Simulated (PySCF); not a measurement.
# UHF on Kr²⁺ (krypton, charge +2)

Configuration: [Ar] 3d10 4s2 4p4, high-spin 3P determinant. All numbers are calculated (PySCF 2.14, the spin-free X2C one-electron Hamiltonian (Gaussian nucleus), in x2c-TZVPall).

* Total energy: -2786.844918 hartree
* One-electron energy: -3843.7483 hartree
* Hartree (Coulomb) energy: 1151.8036 hartree
* Exchange energy: -94.9002 hartree
* ⟨S²⟩: 2.0077
* ⟨L²⟩: 2.029
* Sum of ⟨r⟩: 21.24 bohr
* Sum of ⟨r²⟩: 25.89 bohr²
* Traceless quadrupole moment −½Σ⟨3z² − r²⟩ along its main axis: -1.38 e·bohr²
* Langevin diamagnetic susceptibility: -20.5 ×10⁻⁶ cm³/mol
* Time after the integrals: 0.23 s of wall time on 1 thread of AMD EPYC 7B13 (shared host)

```tsv
shell	electrons	mean orbital energy (hartree)	spread (hartree)	rms radius, mean of both spins (bohr)
1s α	1	-530.31214	0	0.0478
1s β	1	-530.29970	0	0.0478
2s α	1	-72.99462	0	0.199
2s β	1	-72.98757	0	0.199
2p α	3	-64.46324	0.01097	0.177
2p β	3	-64.44901	0.00461	0.177
3s α	1	-12.16626	0	0.564
3s β	1	-12.14284	0	0.564
3p α	3	-9.35826	0.03203	0.581
3p β	3	-9.32716	0.00525	0.581
3d α	5	-4.68785	0.02987	0.610
3d β	5	-4.67202	0.01560	0.610
4s α	1	-2.11202	0	1.63
4s β	1	-1.86158	0	1.63
4p α	3	-1.39345	0.08049	1.87
4p β	1	-1.29203	0	1.87
```

Densities and radii are taken from the X2C orbitals without a picture-change correction, which distorts them close to the nucleus.
